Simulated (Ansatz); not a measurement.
What each rung costs, and what it gives

The pair of H₂O (SMILES O, atoms 1–3) and BF₃ (SMILES FB(F)F, atoms 4–7), both closed shells, in one local arrangement (a lower one may exist), relaxed at PBE0-D4/def2-TZVP:

O1  (-0.210, -0.218, -1.001)
H2  (0.654, -0.190, -1.431)
H3  (-0.715, 0.545, -1.306)
F4  (1.386, 0.007, 0.790)
B5  (0.036, -0.061, 0.748)
F6  (-0.523, -1.178, 1.225)
F7  (-0.628, 1.095, 0.975)
(Å)

Interaction energies are counterpoise-corrected; the time is that of the whole pair.

Computed with Ansatz 0.2.0 (basis: as named in each row); correlated methods freeze the cores. B3LYP uses VWN-RPA correlation. Extrapolation: Hartree–Fock as exp(−7.88 √X), correlation as X^−2.97.

Times are rough, for one single point on 4 threads of a shared host (Arm Neoverse V1).

The estimate by CCSD(T) at an estimated basis limit (MP2 extrapolated from triple and quadruple zeta, plus CCSD(T) − MP2 in triple zeta) is -93.6 kJ/mol.

```csv
method,basis,time (s),interaction energy (kJ/mol),method less estimate
HF,STO-3G,under 1,-45.5,48.1
PBE-D4,STO-3G,under 1,-3.9,89.7
SPW92,def2-SVP,under 1,-122.2,-28.6
PBE-D4,def2-SVP,under 1,-82.0,11.6
B3LYP-D4,6-31G,under 1,-98.6,-5.0
PBE0-D4,def2-SVP,under 1,-98.5,-4.8
PBE-D4,def2-TZVPPD,2,-80.2,13.4
revPBE-D4,def2-TZVPPD,2,-70.6,23.0
BLYP-D4,def2-TZVPPD,2,-67.3,26.3
PBE0-D4,def2-TZVPPD,2,-94.9,-1.2
wB97M-V,def2-SVP,2,-96.2,-2.6
CCSD(T),def2-SVP,2,-73.8,19.9
HSE06-D4,def2-TZVPPD,2,-94.5,-0.9
B3LYP-D4,def2-TZVPPD,3,-83.1,10.5
r2SCAN-D4,def2-TZVPPD,3,-96.6,-3.0
B2PLYP,def2-TZVPPD,5,-81.7,11.9
B97M-V,def2-TZVPPD,6,-92.3,1.3
wB97X-V,def2-TZVPPD,6,-92.0,1.6
wB97M-V,def2-TZVPPD,7,-92.8,0.8
MP2,def2-QZVPPD,21,-88.6,5.0
CCSD(T),def2-TZVPPD,150,-86.1,7.5
```

The T1 diagnostic stays at or below 0.015.
